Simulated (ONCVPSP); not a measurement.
# What one change does to a pseudopotential (fluorine, ONCV)

```
Element                 : F
Generator               : ONCVPSP 4.0.1
Type                    : optimised norm-conserving Vanderbilt (ONCV)
Functional              : PBEsol
Relativity              : scalar-relativistic
Frozen core             : none
Valence charge          : 9
Reference configuration : 1s2 2s2 2p5
Partial waves           : 1s+2s: rc 0.40 bohr, ncon 4, nbas 7, qcut 36.3 1/bohr, 2 projectors; 2p: rc 1.35 bohr, ncon 3, nbas 7, qcut 8.8 1/bohr, 1 projector
Local potential         : polynomial inside 0.30 bohr (lpopt 3, dvloc0 0 Ha)
Core correction         : none
```

Change: p: qcut 7.5.

Cutoffs: the cutoffs (Ha) at which the residual kinetic energy of the hardest occupied pseudo-wave falls to 1 and 0.1 mHa per electron; they do not see the model core or the augmentation charge, which bear on the density cutoff. Errors are all-electron minus pseudo energies relative to the spin-unpolarised reference configuration.

What does the change do?

The potential gets neither clearly harder nor softer (472 Ha and 535 Ha → 472 Ha and 535 Ha); the s channel sets the loose cutoff, while the largest relative change is in p, which becomes softer; of the 4 tests that both files solve, the error grows in 3 and shrinks in 0 by more than 15 % and 0.3 meV (median size 557.7 → 620.4 meV); neither file shows a bound ghost.

| quantity | base | changed |
| --- | --- | --- |
| cutoff, loose | 472 Ha | 472 Ha |
| cutoff, tight | 535 Ha | 535 Ha |
| loose cutoff by channel | s 472 Ha, p 31 Ha | s 472 Ha, p 26 Ha |
| bound ghosts | none | none |
| GHOST(+) flags under 300 eV | p at 162.9 eV | p at 107.4 eV |
| error for 1s2 2s2 2p4, meV [ΔE 19.32 eV] | +22 | +31 |
| error for 1s2 2s2 2p3, meV [ΔE 57.60 eV] | +236 | +335 |
| error for 1s2 2s2 2p2, meV [ΔE 118.08 eV] | +1020 | +1407 |
| error for 1s1 2s2 2p5, meV [ΔE 705.72 eV] | +879 | +906 |
| s: phases at 0.41 bohr within 0.05 rad from the reference energy up to (Ha; the scan ends near 5) | to the end of the scan | to the end of the scan |
| p: phases at 1.37 bohr within 0.05 rad from the reference energy up to (Ha; the scan ends near 5) | 1.8 | 1.6 |
